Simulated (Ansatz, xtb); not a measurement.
## F2H6PSi2+: which of two conformers lies lower

We compare a, `F[SiH](F)[PH2+][SiH3]`, a singlet, with b, `F[SiH](F)[PH2+][SiH3]`, a singlet. Both are isolated ions in the gas phase, relaxed with B3LYP/6-31G*.

a (Å):

```xyz
11

F     2.0670   -0.5961    1.5298
F     2.5379    0.2877   -0.8960
P    -0.4389   -0.0090   -0.1627
Si    1.7444   -0.7649   -0.0140
Si   -0.8889    2.1716    0.5385
H     1.8528   -2.1450   -0.4958
H    -1.2599   -0.9110    0.5400
H    -0.8670   -0.1760   -1.4933
H    -2.3385    2.3097    0.3045
H    -0.0309    2.9850   -0.3430
H    -0.4812    2.1531    1.9556
```

b (Å):

```xyz
11

F    -0.8995   -0.8344   -0.0970
F     0.5502   -1.2890   -2.2437
P     1.6740    0.8431   -0.2810
Si   -0.1221   -0.1911   -1.3209
Si    1.2752    2.2634    1.5233
H    -0.9103    0.8000   -2.0598
H     2.4262    1.5075   -1.2682
H     2.5489   -0.1841    0.1228
H     2.6195    2.7530    1.8803
H     0.6468    1.3681    2.5123
H     0.3708    3.2820    0.9565
```

Which of the two would you expect CCSD(T)/def2-SVP + ΔMP2/def2-TZVPP electronic energies to favour?

Too close to call at this level: CCSD(T)/def2-SVP + ΔMP2/def2-TZVPP gives E(b) − E(a) = +0.68 kcal/mol.

How the difference moves with the method:

```csv
level,geometry,E(b) − E(a) (kcal/mol),departure from the last row (kcal/mol),"job, with rough time for the two"
B3LYP/6-31G*,B3LYP/6-31G*,+0.67,−0.01,"optimisation, 2.3 min"
HF/def2-SVP,B3LYP/6-31G*,+1.00,+0.32,part of the CCSD(T) run
MP2/def2-SVP,B3LYP/6-31G*,+0.77,+0.10,part of the CCSD(T) run
CCSD(T)/def2-SVP,B3LYP/6-31G*,+0.79,+0.11,single point
CCSD(T)/def2-SVP + ΔMP2/def2-TZVPP,B3LYP/6-31G*,+0.68,,"single point, 47 s"
```

The largest departure from CCSD(T)/def2-SVP + ΔMP2/def2-TZVPP is that of HF/def2-SVP, 0.32 kcal/mol. Levels run at GFN2-xTB geometries aren't shown. The last row adds to CCSD(T) the change of the MP2 difference between the two basis sets, here −0.11 kcal/mol.

With harmonic frequencies from B3LYP/6-31G* (ideal gas, rigid rotor, one conformer each, 400 K, 1 atm): on the last row, ΔE + ΔZPE = +0.65 kcal/mol. A mode under 50 cm⁻¹ makes harmonic enthalpies and free energies unreliable, so none is given.

The correlated steps freeze 17 core orbitals. Programs: Ansatz 0.2.0; the last row on 2 threads of Intel(R) Xeon(R) Platinum 8259CL CPU @ 2.50GHz (Skylake/Cascade Lake) on a shared host.
